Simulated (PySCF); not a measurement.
Species: C₉H₉F₃.
Bonds: C1–C2, C2–C3, C3–C4 (aromatic), C4–C5 (aromatic), C5–C6 (aromatic), C6–C7, C7–F8, C7–F9, C7–F10, C6–C11 (aromatic), C11–C12 (aromatic), C3–C12 (aromatic). Hydrogens: H13, H14, H15 on C1; H16, H17 on C2; H18 on C4; H19 on C5; H20 on C11; H21 on C12.

Method: PySCF 2.14.0, PBE0-D3(BJ)/def2-SVP geometry optimisation, gas phase; density fitting, grid level 1; the optimiser is geomeTRIC in internal coordinates, started from a GFN2-xTB structure with every atom displaced at random (about 0.01 Å).

Step 0: E = -17599.5034 eV
```
atom  x, y, z in Å  |  force x, y, z in eV/Å
C1     -3.0586    0.3827   -0.3792   -1.381   1.327   0.630
C2     -2.2630    0.1054    0.8709    0.360   0.490  -0.374
C3     -0.8215    0.0014    0.5179    1.427   0.178   0.296
C4     -0.2194   -1.2129    0.1413   -2.869  -0.196   0.498
C5      1.0745   -1.3194   -0.2276    1.568   0.559  -0.170
C6      1.8719   -0.1722   -0.2005    0.839  -0.408  -0.303
C7      3.3228   -0.2704   -0.6161    0.235   0.348  -0.367
F8      3.4869   -0.0575   -1.9466   -0.196  -0.200   0.621
F9      3.8560   -1.4640   -0.3433   -0.229  -0.094  -0.106
F10     4.0918    0.6363    0.0022   -0.225   0.071  -0.016
C11     1.3339    1.0469    0.1829    0.692  -0.111  -0.259
C12     0.0171    1.1324    0.5413   -1.522  -0.472   0.058
H13    -2.9786   -0.3734   -1.1271    0.316  -0.925  -0.797
H14    -2.7763    1.3490   -0.8245    0.126  -0.062  -0.082
H15    -4.1394    0.4728   -0.1362    0.238  -0.049  -0.064
H16    -2.6038   -0.8118    1.3228   -0.237  -0.686   0.433
H17    -2.4070    0.9207    1.5982   -0.040  -0.078   0.008
H18    -0.8821   -2.0933    0.1402    0.301   0.038  -0.036
H19     1.4977   -2.2702   -0.5046    0.231  -0.449  -0.156
H20     1.9455    1.9345    0.1925    0.392   0.360   0.032
H21    -0.4195    2.0851    0.8188   -0.026   0.357   0.155
```

Question: Estimate the geometry and energy of step 1. (The exact step hangs on the optimiser's Hessian estimate; all steps are aligned on step 0, rigid shifts and turns removed.)

Answer: E = -17599.6706 eV, largest force 0.521 eV/Å
```
atom  x, y, z in Å  |  force x, y, z in eV/Å
C1     -3.1222    0.4487   -0.3756    0.061  -0.172  -0.171
C2     -2.2710    0.0851    0.8371   -0.022  -0.088   0.063
C3     -0.8031   -0.0125    0.5183   -0.245   0.013   0.000
C4     -0.2377   -1.2301    0.1327    0.511   0.045  -0.088
C5      1.1135   -1.3072   -0.2120   -0.282  -0.144   0.013
C6      1.9104   -0.1644   -0.1847    0.032   0.067   0.019
C7      3.3446   -0.2639   -0.6217   -0.202  -0.403   0.085
F8      3.4379   -0.3042   -1.9540    0.097   0.130  -0.149
F9      3.9074   -1.3993   -0.1750    0.046   0.201   0.051
F10     4.0797    0.7592   -0.1916    0.076   0.052  -0.004
C11     1.3570    1.0559    0.1999   -0.053   0.028   0.050
C12     0.0110    1.1229    0.5508    0.123   0.073  -0.042
H13    -3.0194   -0.2995   -1.1845    0.012   0.120   0.148
H14    -2.8249    1.4233   -0.7870    0.028   0.054  -0.045
H15    -4.1851    0.5072   -0.1069   -0.093   0.005   0.029
H16    -2.6157   -0.8768    1.2573    0.020   0.096  -0.024
H17    -2.4210    0.8447    1.6201   -0.004  -0.011   0.054
H18    -0.8456   -2.1344    0.1076   -0.102  -0.067   0.007
H19     1.5497   -2.2667   -0.5015   -0.008   0.033   0.012
H20     1.9795    1.9523    0.2367    0.008  -0.025  -0.013
H21    -0.4161    2.0819    0.8569   -0.005  -0.007   0.005
```

The energy changes by -0.1673 eV. The first-order estimate −F·Δx gives -0.4188 eV and the mean of the old and new forces, exact on a quadratic surface, -0.1821 eV. The step makes an angle of 80° with the force vector and moves no atom by more than 0.252 Å.

The cost below is that of the whole optimisation. Hardware: an Intel Xeon at 2.50 GHz with one thread, shared host with 64 logical CPUs at a one-minute load of 55. Cost: 15 min wall, 12 min CPU, 0.94 GiB resident at most.
